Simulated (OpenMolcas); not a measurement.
# Re3+: moving or changing the point charges

Re3+ among 6 point charges of -1.7 e arranged as a tetragonal octahedron (D4h), 2.19 Å from the ion, with the axial distance 2.540 Å.
```
   2.1900    0.0000    0.0000  -1.70
   0.0000    2.1900    0.0000  -1.70
  -2.1900    0.0000    0.0000  -1.70
   0.0000   -2.1900    0.0000  -1.70
   0.0000    0.0000    2.5404  -1.70
   0.0000    0.0000   -2.5404  -1.70
```

```
Program             : OpenMolcas
Method              : CASSCF
Basis               : ANO-RCC-VDZP [7s6p4d2f1g]
Scalar Hamiltonian  : DKH2, point nucleus
Active space        : 4 electrons in 5 orbitals (5d)
State averaging     : 2S+1 = 5 even, 5 roots; 2S+1 = 3 even, 45 roots; 2S+1 = 1 even, 50 roots
Spin-orbit coupling : RASSI with atomic mean-field integrals over the reference wave functions
```

Runs around this geometry, states (labels of D4, the rotations of D4h). Energies in cm-1 above the lowest state or level, χT in cm3 K/mol.

```tsv
R (Å)	q (e)	Axial / equatorial distance	Ground state	First state of that spin	First gap with spin-orbit (degeneracies)	χT at 300 K	First state of another spin
2.19	-0.85	1.16	5B1	5A1 4174	1826 (1, 1)	0.150	3E 15235
2.08	-1.7	1.16	5B1	5A1 10027	993.8 (1, 1)	0.454	3E 12119
2.19	-1.7	1.16	5B1	5A1 8579	1110 (1, 1)	0.360	3E 13413
2.43	-1.7	1.16	5B1	5B2 5631	1436 (1, 1)	0.216	3E 15138
2.19	-1.7	1.25	5B1	5B2 8801	851.7 (1, 1)	0.471	3E 15287
```

Scaling the charges by -0.85 / -1.7 = 0.50 scales the first state of the same spin by 4174 / 8579 = 0.49; with fixed orbitals a first-order splitting would follow the charge.

Without dynamic correlation the repulsion within the d shell is too large (B by tens of per cent), so at a given field states of lower spin stand too high. Point charges give a weaker field than real ligands, and real ions of this kind are as a rule low spin; the high spin found here belongs to the model. Spin-orbit coupling mixes the spin-free states strongly: the lowest level takes only 39 % from its leading state, 5B1 (figures for R = 2.19, q = -0.85, ratio = 1.16; the like holds for R = 2.08, q = -1.7, ratio = 1.16, R = 2.19, q = -1.7, ratio = 1.16, R = 2.43, q = -1.7, ratio = 1.16, R = 2.19, q = -1.7, ratio = 1.25). This shell can be high or low spin here, a state of another spin lies low, and with metal d orbitals alone active their balance is uncertain, so the ground spin may be wrong (holds for R = 2.08, q = -1.7, ratio = 1.16; R = 2.19, q = -1.7, ratio = 1.16). Point charges carry no covalency, so the field is a model and not that of real ligands. No measured value stands beside these numbers.
